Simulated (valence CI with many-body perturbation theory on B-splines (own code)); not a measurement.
**Energy levels of Ho LXIII**

Calculated by relativistic CI+MBPT: three valence electrons over a frozen Dirac-Fock core [He], radial functions for each j: 9 s, 9 p, 8 d, 6 f, 3 g, 1 h, with the one-electron correlation potential Σ1, the two-electron term Σ2, the three-electron term Σ3, Breit, model QED; selected CI, second order for the rest, scaled by the run's own slope (own B-spline code, finite nucleus).

No measured spectrum was set against this ion. As an estimate, large intervals hold to a few tenths of a per cent, small ones and those within an open d or f shell to about a per cent.

Levels 1 to 42 of 42, with energies above the lowest level, (2s^2 2p1/2) J=1/2. "Leading %" is the weight of the configuration and term that name the level; weights of strongly mixed levels are sums over their largest components and can fall short, so below about 35 % the name and the second component can differ from the true leading terms, or belong to a minority configuration. In the jj column 3d3/2^4 stands for four electrons in 3d with j = 3/2.

| No. | Configuration | Term | J | E (× 10³ cm⁻¹) | Leading % | Leading jj | Second component |
| --- | --- | --- | --- | --- | --- | --- | --- |
| 1 | 2s2.2p | 2P° | 1/2 | 0.00 | 100 | 2s^2 2p1/2 (100 %) |  |
| 2 | 2s.2p2 | 4P | 1/2 | 1849.7 | 51 | 2s 2p1/2^2 (100 %) | 31 % 2s.2p2 2S |
| 3 | 2s2.2p | 2P° | 3/2 | 7522.2 | 99 | 2s^2 2p3/2 (99 %) |  |
| 4 | 2s.2p2 | 4P | 3/2 | 8817.6 | 90 | 2s 2p1/2 2p3/2 (100 %) | 7 % 2s.2p2 2D |
| 5 | 2s.2p2 | 2D | 5/2 | 9125.7 | 62 | 2s 2p1/2 2p3/2 (100 %) | 38 % 2s.2p2 4P |
| 6 | 2s.2p2 | 2P | 1/2 | 9637.5 | 69 | 2s 2p1/2 2p3/2 (99 %) | 30 % 2s.2p2 4P |
| 7 | 2s.2p2 | 2D | 3/2 | 9652.9 | 62 | 2s 2p1/2 2p3/2 (100 %) | 37 % 2s.2p2 2P |
| 8 | 2p3 | 2P° | 3/2 | 11587 | 48 | 2p1/2^2 2p3/2 (99 %) | 27 % 2p3 2D° |
| 9 | 2s.2p2 | 4P | 5/2 | 16484 | 62 | 2s 2p3/2^2 (100 %) | 38 % 2s.2p2 2D |
| 10 | 2s.2p2 | 2S | 1/2 | 17260 | 69 | 2s 2p3/2^2 (100 %) | 18 % 2s.2p2 4P |
| 11 | 2s.2p2 | 2P | 3/2 | 17267 | 60 | 2s 2p3/2^2 (100 %) | 31 % 2s.2p2 2D |
| 12 | 2p3 | 4S° | 3/2 | 18762 | 55 | 2p1/2 2p3/2^2 (100 %) | 45 % 2p3 2D° |
| 13 | 2p3 | 2D° | 5/2 | 18941 | 100 | 2p1/2 2p3/2^2 (100 %) |  |
| 14 | 2p3 | 2P° | 1/2 | 19347 | 100 | 2p1/2 2p3/2^2 (100 %) |  |
| 15 | 2p3 | 2P° | 3/2 | 26601 | 52 | 2p3/2^3 (100 %) | 28 % 2p3 2D° |
| 16 | 2s2.3s | 2S | 1/2 | 68094 | 98 | 2s^2 3s (98 %) |  |
| 17 | 2s2.3p | 2P° | 1/2 | 68714 | 96 | 2s^2 3p1/2 (96 %) |  |
| 18 | 2s.2p.3s | 4P° | 1/2 | 69330 | 85 | 2s 2p1/2 3s (98 %) | 13 % 2s.2p.3s 2P° |
| 19 | 2s.2p.3s | 4P° | 3/2 | 69531 | 59 | 2s 2p1/2 3s (99 %) | 40 % 2s.2p.3s 2P° |
| 20 | 2s.2p.3s | 2P° | 1/2 | 69749 | 94 | 2s 2p1/2 3s (99 %) | 5 % 2s.2p.3s 4P° |
| 21 | 2s.2p.3p | 4D | 1/2 | 69854 | 72 | 2s 2p1/2 3p1/2 (100 %) | 20 % 2s.2p.3p 2P |
| 22 | 2s.2p.3p | 4D | 3/2 | 70063 | 40 | 2s 2p1/2 3p1/2 (99 %) | 33 % 2s.2p.3p 2D |
| 23 | 2s.2p.3p | 4P | 1/2 | 70376 | 46 | 2s 2p1/2 3p1/2 (99 %) | 30 % 2s.2p.3p 2S |
| 24 | 2s2.3p | 2P° | 3/2 | 70941 | 97 | 2s^2 3p3/2 (97 %) |  |
| 25 | 2s2.3d | 2D | 3/2 | 71369 | 98 | 2s^2 3d3/2 (98 %) |  |
| 26 | 2p2.3s | 4P | 1/2 | 71554 | 43 | 2p1/2^2 3s (93 %) | 28 % 2p2.3s 2S |
| 27 | 2s2.3d | 2D | 5/2 | 71971 | 96 | 2s^2 3d5/2 (96 %) |  |
| 28 | 2p2.3p | 2P° | 1/2 | 72060 | 44 | 2p1/2^2 3p1/2 (95 %) | 37 % 2p2.3p 4D° |
| 29 | 2s.2p.3p | 4P | 3/2 | 72162 | 31 | 2s 2p1/2 3p3/2 (100 %) | 27 % 2s.2p.3p 4D |
| 30 | 2s.2p.3p | 4D | 5/2 | 72403 | 43 | 2s 2p1/2 3p3/2 (97 %) | 37 % 2s.2p.3p 2D |
| 31 | 2s.2p.3p | 2D | 3/2 | 72425 | 43 | 2s 2p1/2 3p3/2 (100 %) | 23 % 2s.2p.3p 2P |
| 32 | 2s.2p.3p | 2P | 1/2 | 72481 | 42 | 2s 2p1/2 3p3/2 (94 %) | 18 % 2s.2p.3p 2S |
| 33 | 2s.2p.3d | 4F° | 3/2 | 72498 | 70 | 2s 2p1/2 3d3/2 (100 %) | 13 % 2s.2p.3d 2D° |
| 34 | 2s.2p.3d | 4F° | 5/2 | 72726 | 44 | 2s 2p1/2 3d3/2 (98 %) | 30 % 2s.2p.3d 2F° |
| 35 | 2s.2p.3d | 2P° | 3/2 | 72864 | 29 | 2s 2p1/2 3d3/2 (98 %) | 25 % 2s.2p.3d 4D° |
| 36 | 2s.2p.3d | 4D° | 1/2 | 72904 | 53 | 2s 2p1/2 3d3/2 (96 %) | 38 % 2s.2p.3d 2P° |
| 37 | 2s.2p.3d | 4P° | 5/2 | 73194 | 34 | 2s 2p1/2 3d5/2 (99 %) | 30 % 2s.2p.3d 4D° |
| 38 | 2s.2p.3d | 2F° | 7/2 | 73407 | 39 | 2s 2p1/2 3d5/2 (100 %) | 37 % 2s.2p.3d 4F° |
| 39 | 2s.2p.3d | 2F° | 5/2 | 73498 | 49 | 2s 2p1/2 3d5/2 (99 %) | 23 % 2s.2p.3d 2D° |
| 40 | 2s.2p.3d | 2P° | 3/2 | 73502 | 39 | 2s 2p1/2 3d5/2 (96 %) | 33 % 2s.2p.3d 2D° |
| 41 | 2p2.3p | 2P° | 3/2 | 74408 | 33 | 2p1/2^2 3p3/2 (96 %) | 20 % 2p2.3p 4D° |
| 42 | 2p2.3d | 2D | 3/2 | 74723 | 42 | 2p1/2^2 3d3/2 (98 %) | 32 % 2p2.3d 4F |

The ionisation energy to 2s2 1S_0 of the next ion comes out as 14992 eV (NIST: 14998 ± 15 eV (theoretical)). All 42 levels together are meant to be complete up to 75322 × 10³ cm⁻¹.
